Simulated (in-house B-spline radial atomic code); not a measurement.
## RPA and G0W0 on LDA exchange-only: the chromium ion Cr⁶⁺

Configuration [Ne] 3s2 3p6, mean-field start LDA exchange-only. Computed with an all-electron radial atomic-structure program (B-spline basis): all electrons, non-relativistic, point nucleus, each spin shell either full or empty, empty states to l = 9 with an (l + 1/2)⁻⁴ tail; G0W0 by contour deformation at full frequency.

Command:
```bash
python run_gw.py task.json out
```
Settings (radii: box in bohr, nucleus in fm):
```
Z                        24
electrons                18
configuration            [Ne] 3s2 3p6
hamiltonian              nr
method                   lda,
lmax                     9
spin_polarised           False
box_radius               9.29
intervals                48
```

Time taken, with all properties: 1.3 s on 1 thread of Arm Neoverse N1, with other jobs on the host.

Energies (hartree):

```json
{"term": "mean-field total", "value": "-1030.68191"}
{"term": "Hartree-Fock functional on these orbitals", "value": "-1033.84781"}
{"term": "direct second order", "value": "-1.4304"}
{"term": "second-order exchange", "value": "0.47555"}
{"term": "SOSEX correction", "value": "0.43271"}
```

(1) What is the RPA correlation energy, and what remains with SOSEX?

Quasi-particle levels (eV):

| level | occupied | mean field | Σx - vxc | Σc | QP weight | G0W0 |
| --- | --- | --- | --- | --- | --- | --- |
| 3p | yes | -146.36 | -14.04 | ? | ? | ? |
| 3d | no | -100.99 | 12.61 | -3.32 | 0.967 | -91.70 |

G0W0 = mean field + (Σx - vxc) + Σc, with Σc (partial-wave tail included) taken at the quasi-particle energy. Only the outer levels were computed. Levels of low weight are left out.

(2) Where does G0W0 put 3p?

Results:

(1) RPA gives -1.2447 hartree (-1.88 eV per electron); RPA + SOSEX gives -0.812, and the second-order doubles -0.95486 hartree (no singles). RPA lacks exchange-type terms and so overcorrelates at short range.

(2) At -160.50 eV, with Σc = -0.10 eV and a quasi-particle weight of 0.951. The tabulated removal energy is 160.29 ± 0.06 eV (NIST, semi-empirical); the calculation leaves out relativity, Breit and QED terms, and what these don't explain is the method's own error.
